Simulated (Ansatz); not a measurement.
Ideal-gas functions of `N=CB(O)Cl` at 500 K and 1 bar, from an Ansatz frequency run at PBE0-D4/def2-TZVP.

Molar mass 91.31 g/mol, point group Cs (symmetry number 1), electronic degeneracy 1, moments of inertia 98.092, 148.783, 246.875 u Å². Harmonic wavenumbers (cm⁻¹, unscaled): 107, 191, 349, 422, 516, 593, 627, 804, 935, 1175, 1184, 1238, 1379, 1451, 1706, 3068, 3413, 3864.

Use S(trans) = R[1.5 ln M + 2.5 ln T − 1.1517]; rotational temperatures θ = 24.2544 K / I; S(rot) = R[ln(√π/σ · √(T³/θAθBθC)) + 1.5]; for each mode x = 1.438777 ν̃/T, S = R[x/(eˣ − 1) − ln(1 − e⁻ˣ)] and H = RT x/(eˣ − 1); 1 cm⁻¹ = 0.0119627 kJ/mol; R = 8.31446 J/(mol·K).

Task: By hand: the entropy, in J/(mol·K).

Result: Translation 175.9. Rotation: θ = 0.2473, 0.163, 0.0982 K, giving 117.7. Vibration, mode by mode: 18.14, 13.39, 8.62, 7.19, 5.75, 4.81, 4.45, 2.98, 2.21, 1.28, 1.25, 1.10, 0.79, 0.67, 0.37, 0.01, 0.00, 0.00, in all 73.0. Electronic 0.0. Sum 366.6 J/(mol·K).

Task: By hand: H − E and G − E in kJ/mol, counted from the electronic energy.

Result: Zero-point energy ½ × 23022 × 0.0119627 = 137.7; thermal vibration 20.1; translation, rotation and pV give 4 RT = 16.6. H − E = 174.4 kJ/mol, and G − E = 174.4 − 500 × 366.6/1000 = -8.9 kJ/mol.

Vibration gives 20 % of the entropy, 18.1 J/(mol·K) of it from the mode under 150 cm⁻¹: soft modes count most, and the harmonic formula is weakest for them. The sum counts one conformer and one mirror image; others add a mixing term.
